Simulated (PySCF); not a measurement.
## Two-component Hartree-Fock for La⁴⁴⁺ (lanthanum, charge +44)

Start: [Ne] 3s2 3p1; 3p1/2 filled at m_j = +1/2. Calculated with PySCF 2.14 in an uncontracted even-tempered set (18 s from 10 bohr⁻², ratio 2.4; 14 p from 13 bohr⁻², ratio 2.4; 4 d from 45 bohr⁻², ratio 2.6; 4 f from 68 bohr⁻², ratio 2.6): generalised Hartree-Fock with the X2C-1e Hamiltonian and a Gaussian nucleus; one run each with spin-orbit coupling (SO) switched off, then screened by Boettger's factors.

```tsv
spinor shell	electrons	ε, spin-free (eV)	ε, screened SO (eV)	weight of nominal j (screened SO)	rms radius, screened SO (bohr)
1s1/2	2	-42037.6	-42030.1	1.000	0.0286
2s1/2	2	-9083.0	-9079.8	1.000	0.114
2p1/2	2	-8441.0	-8740.8	1.000	0.0979
2p3/2	4	-8441.0	-8305.6	1.000	0.103
3s1/2	2	-3619.5	-3618.3	1.000	0.274
3p1/2	1	-3443.9	-3519.3	1.000	0.260
```

```csv
quantity,spin-free,screened SO
E (hartree),-6653.86275,-6659.43784
M_J,1/2,1/2
⟨J²⟩,1.095,0.751
⟨L²⟩,2.002,2.011
⟨S²⟩,0.751,0.759
```

Each row is a mean over spinors that exchange with the open shell spreads, by up to 14.417 eV (2p1/2).

Breit and QED terms are absent; they matter most for the inner s and p1/2 levels.

Densities and radii are taken from the X2C orbitals without a picture-change correction, which distorts them close to the nucleus.

Without spin-orbit coupling the j labels of p, d and f shells carry no meaning; the spin-free column gives the mean over the occupied spinors of each nl shell, and its ⟨J²⟩ belongs to a mixture of degenerate components.
